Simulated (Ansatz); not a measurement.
Si2Au was relaxed with PBE-D4 (def2-TZVP) in Ansatz in these states: neutral doublet, neutral quartet. The geometries follow in no particular order.

In the def2 sets Au takes a core potential; there is no spin–orbit coupling.

A:

```xyz
3

Au    0.784   -1.124    0.537
Si   -0.690   -0.064   -1.144
Si   -0.094    1.188    0.607
```

B:

```xyz
3

Au   -1.401    0.107   -0.215
Si    0.860    0.887   -0.459
Si    0.542   -0.994    0.675
```

Judge from the bond lengths which geometry belongs to which state (an estimate).

A is the neutral quartet (Au1–Si3 2.475 Å, Au1–Si2 2.475 Å, Si2–Si3 2.234 Å); B is the neutral doublet (Au1–Si3 2.404 Å, Au1–Si2 2.404 Å, Si2–Si3 2.220 Å).

At PBE0-D4/def2-TZVP a doublet lies 1.39 eV below the neutral quartet. These are the stationary points nearest to one start from a short search; other shapes may lie lower in each state.
